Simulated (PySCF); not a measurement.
**A survey of ²⁹Si NMR shifts**

Gas phase, equivalent nuclei averaged, relativity neglected, one conformer. GIAO PBE0/pcSseg-1 shieldings; GFN2-xTB structure; PySCF 2.14.

Shieldings were converted by a linear fit to measured shifts: ²⁹Si: δ = 279.94 − 0.822σ (rms 8.9 ppm, 72 shifts, 25.8 ppm with the 6 outliers that the fit left out vs TMS, solution or neat liquid). Occasional misses reach two or three times the rms, and more in compound classes unlike the fitted ones.

Task: Give the ²⁹Si shifts of `CO[SiH2]OCC1CC1`, `CO[SiH](OC)C1CC1`.

Result: 
| compound | environment | δ (ppm) |
| --- | --- | --- |
| CO[SiH2]OCC1CC1 | silicon bonded to 2 O, 2 H | -33.3 |
| CO[SiH](OC)C1CC1 | silicon bonded to C, 2 O, H | -29.8 |

Task: Match the shifts -13.0, -31.9, -41.1, -49.7, -70.8 ppm to `CCO[Si@H]1CCCO1`, `CC(C)CC(=O)O[SiH3]`, `C#CC[C@H](F)[SiH2]N(C)C`, `CN1CCC(C[SiH3])=C1F`, `C=C(C)[SiH2][C@@H](F)/C=N\C`.

Result: -13.0: CCO[Si@H]1CCCO1 (silicon bonded to C, 2 O, H, in a 5-membered ring); -31.9: C#CC[C@H](F)[SiH2]N(C)C (silicon bonded to C, N, 2 H); -41.1: CC(C)CC(=O)O[SiH3] (silicon bonded to O, 3 H); -49.7: C=C(C)[SiH2][C@@H](F)/C=N\C (silicon bonded to 2 C, 2 H); -70.8: CN1CCC(C[SiH3])=C1F (silicon bonded to C, 3 H).
